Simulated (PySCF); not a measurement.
## Mayer bond orders and bond lengths

Species: C3H16Si4.
Atom-mapped SMILES: `[SiH3:1][CH2:2][SiH2:3][CH2:4][SiH2:5][CH2:6][SiH3:7]` (hydrogens: H8, H9, H10 on Si1; H11, H12 on C2; H13, H14 on Si3; H15, H16 on C4; H17, H18 on Si5; H19, H20 on C6; H21, H22, H23 on Si7)

Geometry (PBE0-D3(BJ)/def2-SVP, Å), atoms numbered from 1 in this order:
```xyz
23
C3H16Si4 angstrom
Si    -4.2400    0.2753   -0.1567
C     -2.9154    1.2950    0.7055
Si    -1.2571    0.4312    0.9337
C     -0.5223   -0.1186   -0.7078
Si     1.1480   -0.9805   -0.6004
C      2.4763    0.1588    0.0947
Si     4.2025   -0.5832    0.1729
H     -5.5467    1.0021   -0.1921
H     -3.8366   -0.0258   -1.5656
H     -4.4397   -1.0245    0.5566
H     -3.2928    1.5871    1.7011
H     -2.7594    2.2291    0.1382
H     -1.4433   -0.7648    1.8156
H     -0.3062    1.3593    1.6269
H     -0.4243    0.7598   -1.3704
H     -1.2320   -0.8069   -1.2000
H      1.5671   -1.4465   -1.9612
H      1.0269   -2.1888    0.2761
H      2.1827    0.4741    1.1109
H      2.5160    1.0732   -0.5233
H      5.1826    0.3956    0.7387
H      4.6654   -0.9729   -1.1949
H      4.2075   -1.8046    1.0362
```

Bond orders from the PBE0/pcSseg-1 density (PySCF). The structure is a single PBE0-D3(BJ)/def2-SVP conformer in the gas phase; no vibrational or solvent corrections.

Problem. Where do the orders between heavy atoms depart from those drawn in the SMILES?

Solution. The largest departure is 0.098, at Si5–C6 (drawn single, 0.902) and Si3–C4 (drawn single, 0.903).

Problem. Set the Mayer orders of the bonds beside their lengths.

Solution. 
```csv
bond,drawn as,length (Å),Mayer order
Si1–C2,single,1.881,0.922
C2–Si3,single,1.884,0.918
Si3–C4,single,1.881,0.903
C4–Si5,single,1.883,0.921
Si5–C6,single,1.883,0.902
C6–Si7,single,1.881,0.927
Si1–H8,single,1.496,0.947
Si1–H9,single,1.496,0.945
Si1–H10,single,1.496,0.944
C2–H11,single,1.104,0.933
C2–H12,single,1.104,0.929
Si3–H13,single,1.498,0.961
Si3–H14,single,1.499,0.950
C4–H15,single,1.105,0.929
C4–H16,single,1.104,0.926
Si5–H17,single,1.498,0.954
Si5–H18,single,1.498,0.963
C6–H19,single,1.104,0.926
C6–H20,single,1.104,0.932
Si7–H21,single,1.496,0.944
Si7–H22,single,1.496,0.946
Si7–H23,single,1.496,0.946
```

Bonds between the same two heavy elements. C–Si: lowest Si5–C6 and Si3–C4 (0.902, 1.883 Å), highest C6–Si7 (0.927, 1.881 Å). Bonds named together lie within 0.004.

Problem. Sum the orders of all bonds at each heavy atom with more than one neighbour and set the sums beside the valence in the SMILES.

Solution. Si1 3.758 (drawn 4), C2 3.702 (drawn 4), Si3 3.732 (drawn 4), C4 3.679 (drawn 4), Si5 3.740 (drawn 4), C6 3.687 (drawn 4), Si7 3.763 (drawn 4). Orders between atoms that aren't bonded are not in these sums.

The Mayer order sums products of elements of PS (density times overlap matrix) between the two atoms' basis functions, so it depends on the basis set.

These values come from a run that also computed NMR shieldings. The run took 45 s of wall time (with the writing of density and orbital grids) on one thread, Intel Xeon 6975P-C (x86_64), no GPU, shared host, and the process peaked at 1.1 GiB of memory.
